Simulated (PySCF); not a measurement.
Compound: ReO3Br (singlet state).
Structure used (PBE0-D3(BJ)/def2-SVP), in Å, numbered top down from 1:
```xyz
5
BrO3Re angstrom
Re     0.0590    0.1071    0.0582
O     -0.0003   -0.0337    1.7431
O      1.6737    0.1942   -0.4379
O     -0.7469    1.5179   -0.4126
Br    -0.9855   -1.7855   -0.9508
```

Computed with PySCF 2.14.0, density-fitted response routines, TDDFT wB97X-D/def2-SVPD, vertical, gas phase, core orbitals frozen in the response, def2 core potentials past Kr. Spin–orbit coupling is left out.

Ground-to-excited transition dipoles (e·a0, same axes as the geometry; the sign carries no meaning), for the states with f of 0.002 or more among the lowest 6:

```tsv
state	E (eV)	μx	μy	μz
S4	4.994	-0.181	-0.328	-0.173
S5	5.193	0.026	0.085	-0.187
S6	5.196	-0.184	0.093	0.016
```

**Question.** What oscillator strength does each state have?

**Answer.** f = (2/3) ΔE |μ|² with ΔE in hartree (27.2114 eV).

```tsv
state	|μ|² (au)	|μ| (D)	f
S4	0.170	1.05	0.021
S5	0.043	0.53	0.005
S6	0.043	0.53	0.005
```

**Question.** The point group is C3v. Which irreducible representation does each state belong to?

**Answer.** From a totally symmetric ground state, an allowed state transforms like the component of the dipole operator along its μ. Polarised along the main axis, so A1: S4. Polarised across the main axis, so E: S5 and S6.

**Question.** Which bond between heavy atoms lies closest to the direction of the S4 transition dipole?

**Answer.** Re1–Br5, at 0° from it; next Re1–O4, Re1–O2 and Re1–O3 at 70°.

**Question.** How is the summed strength of these states shared among x, y and z?

**Answer.** (2/3) Σ ΔE μα² gives 0.008 for x, 0.015 for y and 0.008 for z, 0.032 in all.

**Question.** What peak molar absorption coefficient would the strongest computed level give as a lone Gaussian band 0.5 eV wide at half height?

**Answer.** ε(max) = 2.175×10⁸ f / FWHM, with the width in cm⁻¹. S4: 2.175×10⁸ × 0.0209 / 4033 ≈ 1100 L mol⁻¹ cm⁻¹.

S5/S6 coincide within about 0.01 eV; within a degenerate level the directions of the single components are arbitrary.

The vertical ionisation energy (ΔSCF) is 12.40 eV, 7.20 eV above S6.
